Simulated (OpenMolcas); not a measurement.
**neutral calcium: effect of the IPEA shift**

```json
{"Program": "OpenMolcas 26.06", "Basis": "ANO-RCC-VTZP [6s5p2d1f]", "Scalar Hamiltonian": "DKH2, point nucleus", "Active space": "2 electrons in 4 orbitals (4s 4p)", "State averaging": "2S+1 = 3 even, 3 roots; 2S+1 = 1 even, 6 roots; 2S+1 = 3 odd, 3 roots; 2S+1 = 1 odd, 3 roots", "Spin-orbit coupling": "RASSI with atomic mean-field integrals over the reference wave functions, term energies averaged over their components"}
```

Methods on the same reference wave functions:
A. CASSCF
B. SS-CASPT2, IPEA 0 Eh, imaginary shift 0.1 Eh (closed shells correlated: 3s 3p)
C. SS-CASPT2, IPEA 0.25 Eh, imaginary shift 0.1 Eh (closed shells correlated: 3s 3p)

Energies in eV above 4s2 1S0, the measured ground level; measured values from NIST Handbook of Basic Atomic Spectroscopic Data.

| Level | A | B | C | Measured |
| --- | --- | --- | --- | --- |
| 4s2 1S0 | 0.0000 | 0.0000 | 0.0000 | 0.0000 |
| 4s 4p 3P* 0 | 1.6908 | 1.816 | 1.837 | 1.8793 |
| 4s 4p 3P* 1 | 1.6956 | 1.821 | 1.842 | 1.8858 |
| 4s 4p 3P* 2 | 1.7053 | 1.831 | 1.852 | 1.8989 |
| 4s 4p 1P* 1 | 3.6585 | 3.299 | 3.421 | 2.9325 |
| 4p2 3P0 | 4.7761 | 4.958 | 5.000 | 4.7632 |
| 4p2 3P1 | 4.7807 | 4.962 | 5.004 | 4.7690 |
| 4p2 3P2 [74 %] | 4.7897 | 4.975 | 5.013 | 4.7798 |
| 4p2 1D2 [74 %] | 5.4054 | 4.960 | 5.214 |  |

Deviations, from unrounded energies. A percentage is the sum of absolute deviations over the sum of measured energies, with the sign that they share, or ± where signs differ.

```csv
Against measurement,Levels,A,B,C
mean absolute deviation (cm-1),7,1500,1300,1500
other configurations (%),7,±5.8,±5.0,±5.8
```

B lies closest to measurement on these levels and A furthest from it. The largest miss of B in the table is 4s 4p 1P* 1, by +3000 cm-1. The ranking rests on the paired levels alone, and a cruder setting can come out closer through cancelling errors.

Between B and C the level of the table that moves most is 4p2 1D2 [74 %], by 2000 cm-1 (lowest in B, highest in C).

The lowest spin-free term lies below A's lowest term by 0.234 hartree in B, 0.233 hartree in C.

Over all roots computed the reference weight is 0.88 to 0.94 in B; the roots of lowest weight are the least certain, and an intruder state may touch them. The ¹D term of p² mixes with s d, which this space lacks. Without dynamic correlation excited terms often stand tens of per cent too high (terms of higher spin than the ground term too low), and those without a measured partner can miss by more than the paired ones (holds for A). Measured partners are found by configuration, term and J. A level has none where our copy of the source lacks it or the pairing is in doubt (some pairs that miss far off the trend of their configuration count as doubtful), and it then counts in no deviation. Only configurations of the active space appear.

A share in square brackets marks a mixed level and gives the weight of the term that names it, the lowest over the columns. * marks odd parity.
